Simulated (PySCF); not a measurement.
C₂H₅NOSi, SMILES C([Si@@H](O)N)#C. Atoms are numbered in the order given.

```xyz
10

C      2.3956    -0.7499     0.5464
C      1.2234    -0.4500     0.4093
Si    -0.5504     0.0157     0.2202
N     -1.0309    -0.7002    -1.2695
O     -0.7612     1.6672     0.2230
H      3.4301    -1.0138     0.6715
H     -1.3145    -0.4142     1.4143
H     -0.4429    -1.3874    -1.7281
H     -2.0033    -0.7785    -1.5478
H     -0.3715     2.1367    -0.5252
```

The structure is a stationary point at B3LYP-D3(BJ)/def2-SVP. The structure was generated by enumeration; whether it is a known compound was not checked. The values are those of a single conformer.

The numbers are results of CAM-B3LYP/def2-TZVP (PySCF), not measurements.

ESP charges are fitted to the potential on shells at 1.4 to 2.0 van der Waals radii. Atomic charges (e):

```tsv
atom	ESP fit	meta-Löwdin
C1	-0.24	-0.16
C2	-0.34	-0.32
Si3	1.05	1.11
N4	-1.17	-0.75
O5	-0.73	-0.76
H6	0.28	0.17
H7	-0.15	-0.13
H8	0.43	0.25
H9	0.43	0.24
H10	0.45	0.35
```

Computed Mayer and Wiberg (Löwdin basis) orders of the bonds:
```json
[
 {"bond": "C1–C2", "Mayer": "2.93", "Wiberg": "3.03"},
 {"bond": "C2–Si3", "Mayer": "0.90", "Wiberg": "1.09"},
 {"bond": "Si3–N4", "Mayer": "1.17", "Wiberg": "1.52"},
 {"bond": "Si3–O5", "Mayer": "1.21", "Wiberg": "1.65"},
 {"bond": "C1–H6", "Mayer": "0.92", "Wiberg": "0.92"},
 {"bond": "Si3–H7", "Mayer": "0.95", "Wiberg": "0.89"},
 {"bond": "N4–H8", "Mayer": "0.92", "Wiberg": "0.95"},
 {"bond": "N4–H9", "Mayer": "0.92", "Wiberg": "0.96"},
 {"bond": "O5–H10", "Mayer": "0.88", "Wiberg": "1.02"}
]
```
